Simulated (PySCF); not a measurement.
C4H9NS, SMILES C/N=C(\C)SC.

The structure is a stationary point at B3LYP-D3(BJ)/def2-SVP. The structure was generated by enumeration; whether it is a known compound was not checked.

Computed with PySCF 2.14.0 with B3LYP-D3(BJ)/def2-SVP.

Frequencies are harmonic and unscaled.

```
mode  ν (cm⁻¹)  IR (km/mol)  moving atoms (share of kinetic energy)
----  --------  -----------  --------------------------------------
1           73          0.8                                  H 97 %
2          108          5.0           H 47 %, C 33 %, S 11 %, N 9 %
3          121          0.1                                  H 98 %
4          147          0.7                  H 75 %, S 12 %, C 11 %
5          196          4.6                          C 62 %, H 28 %
6          241          2.4          N 36 %, C 28 %, H 25 %, S 11 %
7          291          0.7                          C 58 %, H 33 %
8          375          4.8          C 50 %, H 22 %, S 15 %, N 13 %
9          461          5.9          S 48 %, C 27 %, N 14 %, H 12 %
10         531          1.2                  C 54 %, H 25 %, N 19 %
11         695         13.1          C 44 %, H 26 %, N 20 %, S 10 %
12         735          4.1                  C 51 %, S 32 %, H 13 %
13         947          5.7                  C 44 %, H 44 %, N 10 %
14         969          2.6                          H 83 %, C 15 %
15         970          3.6                          H 69 %, C 24 %
16        1009          2.1                          H 64 %, C 36 %
17        1075          0.3                  H 39 %, C 35 %, N 25 %
18        1094          0.7                          H 71 %, C 22 %
19        1143         65.4                  C 51 %, H 37 %, N 12 %
20        1184         40.4                          C 50 %, H 41 %
21        1329          2.6                          H 85 %, C 15 %
22        1377         16.4                          H 79 %, C 21 %
23        1417         29.0                          H 87 %, C 13 %
24        1425          8.7                                  H 96 %
25        1445         11.5                                  H 96 %
26        1449          5.6                                  H 96 %
27        1451         11.9                                  H 94 %
28        1462          7.3                                  H 92 %
29        1481          9.6                                  H 96 %
30        1725        201.6                          C 54 %, N 43 %
31        2975         68.4                                  H 97 %
32        3031          4.7                                  H 97 %
33        3035         36.1                           H 91 %, C 9 %
34        3051         16.3                                  H 98 %
35        3104         31.1                           H 91 %, C 9 %
36        3105          5.5                           H 91 %, C 9 %
37        3140          5.5                           H 91 %, C 9 %
38        3161          3.4                          H 90 %, C 10 %
39        3164          3.4                          H 90 %, C 10 %
```
